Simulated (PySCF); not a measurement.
AlH, SMILES [AlH] (connectivity only; charge and spin as stated), neutral, multiplicity 1.

Coordinates come from a B3LYP-D3(BJ)/def2-TZVPD optimisation.

Two levels are set side by side: TDDFT-PBE/def2-TZVPD (PySCF) and EOM-CCSD/aug-cc-pVDZ (PySCF). Vertical, same geometry; the bases differ. Differences are taken from unrounded values.

```json
[
 {"quantity": "lowest singlet excitation (eV)", "EOM-CCSD": "2.99", "TDDFT-PBE": "2.80", "TDDFT-PBE minus EOM-CCSD": "-0.19"},
 {"quantity": "lowest triplet excitation (TDA for PBE) (eV)", "EOM-CCSD": "1.87", "TDDFT-PBE": "1.67", "TDDFT-PBE minus EOM-CCSD": "-0.20"}
]
```

A lower first singlet is the usual sign of a functional without exact exchange. Differences between two approximate levels are no errors against the true value.

Rough cost on one machine, each run with all the roots and properties that it gave: EOM-CCSD against TDDFT-PBE within a factor of 2.
